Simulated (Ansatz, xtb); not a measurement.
C7H7Br: which of two isomers lies lower

Structure I is `C=CC1=CC(Br)=CC1`, a singlet and structure II is `C=CC1=CC=C(Br)C1`, a singlet. Both are isolated molecules in the gas phase, relaxed with B3LYP/def2-SVP; the shapes shown needn't be the lowest conformers.

I (Å):

```yaml
atoms:
  - { symbol: C, position_ang: [-0.9431, 0.2683, -2.3534] }
  - { symbol: C, position_ang: [0.1703, -0.0987, -1.6937] }
  - { symbol: C, position_ang: [1.2358, 0.7849, -1.2528] }
  - { symbol: C, position_ang: [2.3647, 0.4118, -0.5847] }
  - { symbol: C, position_ang: [3.1773, 1.5986, -0.3276] }
  - { symbol: C, position_ang: [2.5786, 2.7056, -0.8216] }
  - { symbol: C, position_ang: [1.2814, 2.2841, -1.4584] }
  - { symbol: Br, position_ang: [4.8354, 1.5258, 0.5805] }
  - { symbol: H, position_ang: [-1.1425, 1.3100, -2.6218] }
  - { symbol: H, position_ang: [-1.6952, -0.4677, -2.6472] }
  - { symbol: H, position_ang: [0.3142, -1.1584, -1.4524] }
  - { symbol: H, position_ang: [2.6369, -0.5999, -0.2820] }
  - { symbol: H, position_ang: [2.9511, 3.7280, -0.7772] }
  - { symbol: H, position_ang: [1.2468, 2.5497, -2.5314] }
  - { symbol: H, position_ang: [0.4139, 2.7861, -0.9910] }
```

II (Å):

```yaml
atoms:
  - { symbol: C, position_ang: [1.5942, -0.0998, -0.0657] }
  - { symbol: C, position_ang: [0.5281, -0.8556, 0.2563] }
  - { symbol: C, position_ang: [-0.6854, -0.3998, 0.9073] }
  - { symbol: C, position_ang: [-1.7675, -1.1676, 1.2334] }
  - { symbol: C, position_ang: [-2.7961, -0.3561, 1.8772] }
  - { symbol: C, position_ang: [-2.3444, 0.9182, 1.9477] }
  - { symbol: C, position_ang: [-0.9695, 1.0221, 1.3444] }
  - { symbol: Br, position_ang: [-3.2469, 2.4010, 2.6797] }
  - { symbol: H, position_ang: [2.4678, -0.5341, -0.5573] }
  - { symbol: H, position_ang: [1.6326, 0.9724, 0.1487] }
  - { symbol: H, position_ang: [0.5501, -1.9251, 0.0150] }
  - { symbol: H, position_ang: [-1.8602, -2.2390, 1.0437] }
  - { symbol: H, position_ang: [-3.7584, -0.7206, 2.2362] }
  - { symbol: H, position_ang: [-0.9502, 1.7320, 0.4986] }
  - { symbol: H, position_ang: [-0.2311, 1.3897, 2.0789] }
```

Quicker runs give these differences E(II) − E(I): GFN2-xTB −3.33 kJ/mol; HF/STO-3G −1.07 kJ/mol (at GFN2-xTB geometries); r2SCAN-D4/def2-SVP −3.14 kJ/mol (at GFN2-xTB geometries).

Estimate E(II) − E(I) at the level CCSD(T)/def2-SVP + ΔMP2/def2-TZVPP.

CCSD(T)/def2-SVP + ΔMP2/def2-TZVPP gives E(II) − E(I) = −0.98 kJ/mol, slightly favouring structure II, which is too small a margin to settle the true order.

Level by level:

| level | geometry | E(II) − E(I) (kJ/mol) | departure from the last row (kJ/mol) | job, with rough time for the two |
| --- | --- | --- | --- | --- |
| GFN2-xTB | GFN2-xTB | −3.33 | −2.34 | optimisation, 0.55 s |
| HF/STO-3G | GFN2-xTB | −1.07 | −0.09 | single point, 3.1 s |
| r2SCAN-D4/def2-SVP | GFN2-xTB | −3.14 | −2.15 | single point, 17 s |
| B3LYP/def2-SVP | B3LYP/def2-SVP | −2.19 | −1.21 | optimisation, 3.2 min |
| HF/def2-SVP | B3LYP/def2-SVP | −0.79 | +0.20 | part of the CCSD(T) run |
| MP2/def2-SVP | B3LYP/def2-SVP | −2.30 | −1.31 | part of the CCSD(T) run |
| CCSD(T)/def2-SVP | B3LYP/def2-SVP | −1.77 | −0.79 | single point |
| CCSD(T)/def2-SVP + ΔMP2/def2-TZVPP | B3LYP/def2-SVP | −0.98 |  | single point, 11 min |

As drawn, both hold the same kinds of bond in the same numbers.

The largest departure from CCSD(T)/def2-SVP + ΔMP2/def2-TZVPP is that of GFN2-xTB, 2.34 kJ/mol. The last row adds to CCSD(T) the change of the MP2 difference between the two basis sets, here +0.79 kJ/mol.

With thermal terms from frequencies at re-optimised GFN2-xTB minima (ideal gas, soft modes damped towards free rotors, one conformer each, 298.15 K, 1 atm): on the last row, ΔE + ΔZPE = −0.54, ΔH = −0.59, ΔG = −0.69 kJ/mol.

The correlated steps freeze 16 core orbitals; the filled d shell of Br is correlated, in a basis made for valence electrons. Run with Ansatz 0.2.0, xtb 6.7.1; the last row on 2 threads of Intel(R) Xeon(R) Processor @ 2.50GHz (Skylake/Cascade Lake) on a shared host.
